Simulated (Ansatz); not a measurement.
C7H7O (SMILES [CH2]c1ccc(O)cc1), doublet (typed; the unrestricted solution is spin-contaminated), geometry from GFN2-xTB; Ansatz (a first-principles code) with CCSD(T)/STO-3G.

Input for Ansatz:
Ansatz 0.2 input:
```yaml
crystal:
  periodic: [false, false, false]
  atoms:
    - {symbol: C, position_ang: [-2.81833807, 0.03397709, 0.26148815]}
    - {symbol: C, position_ang: [-1.44794666, 0.01348822, 0.13373045]}
    - {symbol: C, position_ang: [-0.73747723, -1.19644166, -0.11732029]}
    - {symbol: C, position_ang: [0.62360438, -1.21406958, -0.24379064]}
    - {symbol: C, position_ang: [1.36015996, -0.02882335, -0.12811178]}
    - {symbol: O, position_ang: [2.71076913, -0.09396390, -0.26095173]}
    - {symbol: C, position_ang: [0.69322948, 1.17480608, 0.11800935]}
    - {symbol: C, position_ang: [-0.67015173, 1.20070481, 0.24596333]}
    - {symbol: H, position_ang: [-3.34723011, 0.95028899, 0.45078219]}
    - {symbol: H, position_ang: [-3.39927232, -0.86602155, 0.17561694]}
    - {symbol: H, position_ang: [-1.30033477, -2.11331226, -0.20743510]}
    - {symbol: H, position_ang: [1.15912017, -2.13115614, -0.43380630]}
    - {symbol: H, position_ang: [3.09387677, 0.78606077, -0.16017153]}
    - {symbol: H, position_ang: [1.26685654, 2.08935354, 0.20678696]}
    - {symbol: H, position_ang: [-1.17765005, 2.13464818, 0.43602923]}
basis:
  gaussian:
    orbitals: STO-3G
magnetization: {spin_polarized: true, initial_magnetization: 1}
correlation: {method: ccsd_t}
```

Output, abridged:

```
Functional definition: HF
668 factors; integrals over basis functions are off by at most 4.8e-5 eV
mean field evaluation 1: about -9239.9346 eV, gradient 1.8e1 eV
mean field evaluation 2: about -9240.3036 eV, gradient 1.8e1 eV
mean field evaluation 4: about -9243.1539 eV, gradient 3.7e0 eV
mean field evaluation 8: about -9244.1615 eV, gradient 5.8e-1 eV
mean field evaluation 16: about -9244.1570 eV, gradient 2.8e-6 eV
mean field evaluation 32: about -9243.6309 eV, gradient 1.7e0 eV
mean field evaluation 64: about -9243.7959 eV, gradient 7.3e-2 eV
mean field -9244.15703966 eV, -339.7165052930 hartree, gradient 4.5e-6 eV, S^2 1.614482; 2 other end points of the search recorded, 0 dependent functions left out
8 core orbitals not correlated
reference -9244.15703966 eV, -339.7165052930 hartree; 21, 20 occupied and 18, 19 virtual orbitals, 668 factors
second order -9.25643498 eV of doubles, -0.00000000 eV of singles
cycle   1  -10.92620695 eV  change    -1.7e0 eV  update   1.4e-1
cycle   2  -12.17219269 eV  change    -1.2e0 eV  update   8.2e-2
cycle   3  -12.60528223 eV  change   -4.3e-1 eV  update   4.6e-2
cycle   4  -12.72009799 eV  change   -1.1e-1 eV  update   2.4e-2
cycle   5  -12.74112929 eV  change   -2.1e-2 eV  update   9.3e-3
cycle   6  -12.75340065 eV  change   -1.2e-2 eV  update   4.8e-3
cycle   7  -12.75623837 eV  change   -2.8e-3 eV  update   2.5e-3
cycle   8  -12.75804130 eV  change   -1.8e-3 eV  update   1.3e-3
cycle   9  -12.76005388 eV  change   -2.0e-3 eV  update   7.4e-4
cycle  10  -12.75985373 eV  change    2.0e-4 eV  update   3.6e-4
cycle  11  -12.75958886 eV  change    2.6e-4 eV  update   2.1e-4
cycle  12  -12.75946264 eV  change    1.3e-4 eV  update   1.2e-4
cycle  13  -12.75955054 eV  change   -8.8e-5 eV  update   5.8e-5
cycle  14  -12.75966704 eV  change   -1.2e-4 eV  update   3.2e-5
cycle  15  -12.75968315 eV  change   -1.6e-5 eV  update   1.5e-5
perturbative correction -0.30164620 eV, -0.0110852932 hartree
WARN: the results are in doubt because among natural orbitals full CI differs from the method by -0.103 eV
Total energy: -9257.21836901 eV, -340.1965002932 hartree
In doubt: among natural orbitals full CI differs from the method by -0.103 eV
```
